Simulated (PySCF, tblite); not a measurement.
Isomers of C4H12F2Si3, one GFN2-xTB conformer each. Single-point energies are computed at PBE0/pcSseg-1 (PySCF, gas phase, no added dispersion term), electronic only.

```tsv
SMILES	GFN2-xTB relative energy (kJ/mol)
FC(F)[Si@@H]1C[C@H](C[SiH3])[SiH2]1	2.0
CCC(F)(F)[Si@@H]1C[SiH2][SiH2]1	0.0
```

Conformers: `[F:1][CH:2]([F:3])[Si@@H:4]1[CH2:5][C@H:6]([CH2:7][SiH3:8])[SiH2:9]1` with F1–C2–Si4–C5 -179°, C5–C6–C7–Si8 61°, C2–Si4–C5–C6 -131°, Si4–C5–C6–C7 145°, C5–C6–Si9–Si4 -15°, C2–Si4–Si9–C6 120°; `[CH3:1][CH2:2][C:3]([F:4])([F:5])[Si@@H:6]1[CH2:7][SiH2:8][SiH2:9]1` with C1–C2–C3–F4 179°, C2–C3–Si6–C7 -89°, C3–Si6–C7–Si8 -101°, Si6–C7–Si8–Si9 -8°, C7–Si8–Si9–Si6 6°, C3–Si6–Si9–Si8 102°.

**Question.** What does PBE0/pcSseg-1 give for the same structures?

**Answer.** 
```json
{"SMILES": "CCC(F)(F)[Si@@H]1C[SiH2][SiH2]1", "PBE0/pcSseg-1 E (Eh)": "-1226.99361", "PBE0/pcSseg-1 (kJ/mol)": "0.0", "GFN2-xTB (kJ/mol)": "0.0", "point group": "C1"}
{"SMILES": "FC(F)[Si@@H]1C[C@H](C[SiH3])[SiH2]1", "PBE0/pcSseg-1 E (Eh)": "-1226.95946", "PBE0/pcSseg-1 (kJ/mol)": "89.7", "GFN2-xTB (kJ/mol)": "2.0", "point group": "C1"}
```

Both levels put the same isomer lowest. 

**Question.** Which frontier levels, dipoles and rotational constants go with these structures?

**Answer.** 
```json
{"SMILES": "CCC(F)(F)[Si@@H]1C[SiH2][SiH2]1", "HOMO (eV, PBE0/pcSseg-1)": "-7.68", "LUMO (eV)": "-0.94", "dipole (D)": "2.21", "A, B, C (MHz)": "1532, 683.0, 581.9"}
{"SMILES": "FC(F)[Si@@H]1C[C@H](C[SiH3])[SiH2]1", "HOMO (eV, PBE0/pcSseg-1)": "-7.43", "LUMO (eV)": "-0.54", "dipole (D)": "1.87", "A, B, C (MHz)": "1837, 436.0, 404.7"}
```

**Question.** What happens when harmonic zero-point energies from GFN2-xTB frequencies are added?

**Answer.** 
```json
{"SMILES": "CCC(F)(F)[Si@@H]1C[SiH2][SiH2]1", "ZPE (kJ/mol)": "376.8", "electronic (kJ/mol)": "0.0", "with ZPE (kJ/mol)": "0.0"}
{"SMILES": "FC(F)[Si@@H]1C[C@H](C[SiH3])[SiH2]1", "ZPE (kJ/mol)": "371.2", "electronic (kJ/mol)": "89.7", "with ZPE (kJ/mol)": "84.0"}
```

The zero-point energies span 5.6 kJ/mol. The order is unchanged.
